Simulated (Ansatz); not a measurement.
Basis-set series for C$_{6}$H$_{10}$GeO$_{6}$ (`CC(=O)[O][GeH]([O]C(C)=O)[O]C(C)=O`). The species carries charge 0 and has multiplicity 1. Geometry: relaxed with PBE0-D4/def2-TZVP. It is one conformer, not always the lowest.

```
functional       basis  functions  energy (Eh)  HOMO (eV)  LUMO (eV)
   PBE0-D4    def2-SVP        250  -2761.38010      -7.98      -0.11
   PBE0-D4  def2-QZVPP       1073  -2762.51758      -8.09      -0.26
   ωB97M-V    def2-SVP        250  -2762.03014     -10.41       2.17
   ωB97M-V  def2-QZVPP       1073  -2763.18657     -10.53       1.66
```

(1) Give the rows for def2-TZVPP. (An estimate is asked.)

## Answers

(1) The calculation gave: 
```
functional       basis  functions  energy (Eh)  HOMO (eV)  LUMO (eV)
   PBE0-D4  def2-TZVPP        560  -2762.43556      -8.06      -0.20
   ωB97M-V  def2-TZVPP        560  -2763.10805     -10.51       2.01
```

Positive LUMOs are unbound and depend on the basis. Scalar relativity is left out up to krypton.

Program: Ansatz 0.2.0.
